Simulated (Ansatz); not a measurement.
CH4OSi, SMILES `C[Si]O` (lower singlet; C–Si–O–H torsion 0°) (charge 0, multiplicity 1). This singlet lies 1.86 eV below the relaxed triplet at the level frozen-core CCSD(T)/cc-pVTZ // B3LYP-D3(BJ)/def2-TZVP (Ansatz, an electronic-structure program).

Z-matrix (Å, degrees):
```
C
H 1 1.0921
H 1 1.0969 2 108.01
H 1 1.0971 2 107.95 3 -115.75
Si 1 1.9143 2 112.52 4 -121.97
O 5 1.6619 1 100.55 2 -179.43
H 6 0.9650 5 120.03 1 -0.10
```
Charge 0, spin multiplicity 1.

The restricted HF start is unstable towards unrestricted orbitals.

Question: Give the natural occupations of the active orbitals, the CASSCF energy and the corrected energy for frozen-core fic-MRCISD+Q@CASSCF(6e,6o)/cc-pVTZ // B3LYP-D3(BJ)/def2-TZVP in Ansatz.

Answer: 
```
Item                                                 Result
-----------------------  ----------------------------------
natural occupations      1.98, 1.98, 1.98, 0.02, 0.02, 0.02
CASSCF energy                                  -404.1497 Ha
corrected energy                               -404.6191 Ha
weight of the reference                               0.888
```
